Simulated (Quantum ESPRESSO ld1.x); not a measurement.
Results of a calculation; reference values are marked as such.
Species: the gold ion Au2+. Configuration: [Xe] 4f14 5d8 5f1 (not the ground configuration). Code: ld1.x of Quantum ESPRESSO 7.5. Model: Dirac Kohn-Sham, PBE, spin-unpolarised, spherical densities, point nucleus; open shells are shared between the two j in proportion to 2j + 1.

Normalised radial functions P(r) = r R(r) (large component), r in bohr:

r,6p1/2,5f5/2
0.001495,0.0050,0.0000
0.001783,0.0060,0.0000
0.002109,0.0072,0.0000
0.002495,0.0087,0.0000
0.002975,0.0107,0.0000
0.003519,0.0130,0.0000
0.004197,0.0161,0.0000
0.004964,0.0197,0.0000
0.00592,0.0243,0.0000
0.007003,0.0298,0.0000
0.008284,0.0363,0.0000
0.009878,0.0445,0.0000
0.01169,0.0535,0.0000
0.01393,0.0642,0.0000
0.01648,0.0752,0.0000
0.01965,0.0867,0.0001
0.02325,0.0967,0.0001
0.0275,0.1037,0.0002
0.0328,0.1056,0.0004
0.0388,0.0993,0.0008
0.04626,0.0812,0.0013
0.05472,0.0511,0.0022
0.06526,0.0064,0.0037
0.07719,-0.0450,0.0059
0.09131,-0.0967,0.0091
0.1089,-0.1374,0.0139
0.1288,-0.1482,0.0200
0.1536,-0.1173,0.0280
0.1817,-0.0453,0.0367
0.2167,0.0596,0.0459
0.2563,0.1567,0.0534
0.3032,0.2122,0.0578
0.3615,0.1921,0.0572
0.4277,0.0912,0.0504
0.5099,-0.0722,0.0363
0.6032,-0.2302,0.0166
0.7193,-0.3339,-0.0094
0.8509,-0.3297,-0.0383
1.007,-0.2129,-0.0702
1.2,0.0047,-0.1063
1.42,0.2522,-0.1438
1.693,0.4900,-0.1873
2.003,0.6455,-0.2338
2.388,0.7025,-0.2875
2.825,0.6552,-0.3412
3.342,0.5324,-0.3915
3.985,0.3696,-0.4337
4.714,0.2266,-0.4551
5.621,0.1132,-0.4351
6.65,0.0471,-0.3666
7.929,0.0144,-0.2623
9.38,0.0035,-0.1618
11.1,0.0006,-0.0821
13.23,0.0001,-0.0313
15.65,0.0000,-0.0094
18.66,0.0000,-0.0019
22.08,0.0000,-0.0003
26.33,0.0000,0.0000
31.14,0.0000,0.0000

6p1/2 (empty): eigenvalue -19.857 eV, 4 radial nodes at r = 0.0667, 0.197, 0.474, 1.20 bohr, <r> = 2.73 bohr, 90 % of the charge inside 3.97 bohr. 5f5/2: eigenvalue -6.362 eV, 1 radial node at r = 0.677 bohr, <r> = 5.26 bohr, 90 % of the charge inside 7.89 bohr.
